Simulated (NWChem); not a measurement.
System: C2H6ClFSi; SMILES F[C@@H](Cl)C[SiH3]

```xyz
11

F     -1.0047     0.8906     0.8386
C     -0.5781     0.8153    -0.4633
Cl     1.0571     1.6072    -0.5724
C     -0.5331    -0.6310    -0.9154
Si     0.2919    -1.8463     0.3088
H     -1.2364     1.4439    -1.0669
H     -0.0443    -0.6920    -1.8930
H     -1.5709    -0.9637    -1.0575
H     -0.5996    -2.1002     1.4686
H      0.4986    -3.1295    -0.4164
H      1.5998    -1.3407     0.7900
```
Atoms are numbered in this order, from 1.

Results from NWChem. Pople sets run with spherical d functions. Coordinates come from a B3LYP/6-31G* (spherical d) optimisation. Core excitations by TDA in a window of 1s orbitals, non-relativistic and unshifted: absolute energies depend strongly on the exact-exchange share.

For level Si K edge, PBE/6-311G**:

| Item | Result |
|---|---|
| first 1s excitation (eV) | 1778.6 |
| dipole oscillator strength of the first | 0.0001 |

Q: Estimate the same quantities for level Cl K edge, PBE/6-311G**.

A: The first 1s excitation (eV) is 2739.3 and the dipole oscillator strength of the first is 0.0026.
